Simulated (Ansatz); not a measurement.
Reactions of C₂H₈BNS (`CCB(N)S`).

Gas-phase electronic energies from Ansatz, PBE0-D4/def2-TZVP geometries. CCSD(T)/CBS is the MP2 limit (def2-TZVPP, def2-QZVPP) plus CCSD(T) − MP2 in def2-TZVPP, frozen cores. This one scheme is used for every species. DFT in def2-TZVPP. B3LYP here is the variant with VWN-RPA as its local correlation; programs differ in this. One conformer a species, not always the lowest.

| reaction | PBE0-D4 (eV) | ωB97X-V (eV) | B3LYP-D4 (eV) | r2SCAN-D4 (eV) | CCSD(T)/CBS(def2) (eV) |
| --- | --- | --- | --- | --- | --- |
| `CCB(N)S` → `CSB(C)N` | 0.04 | 0.06 | 0.03 | 0.03 | 0.06 |
| `CCB(N)S` + `O=C[SiH](O)O` → `CCBS` + `N[Si](O)(O)C=O` | 0.39 | 0.38 | 0.36 | 0.37 | 0.36 |
| `CCB(N)S` → `NBS` + `C=C` | 1.66 | 1.59 | 1.40 | 1.58 | 1.48 |
| `CCB(N)S` + H₂ → `CB(N)S` + CH₄ | -0.78 | -0.78 | -0.81 | -0.79 | -0.76 |
| `CCB(N)S` + H–F → `NB(F)S` + `CC` | -1.30 | -1.37 | -1.40 | -1.40 | -1.26 |
| `CCB(N)S` + `BN[SiH2][SiH3]` → `BN(C)[SiH2][SiH3]` + `CB(N)S` | 0.22 | 0.23 | 0.20 | 0.23 | 0.23 |

Largest T1 diagnostic: 0.014, for `O=C[SiH](O)O`.
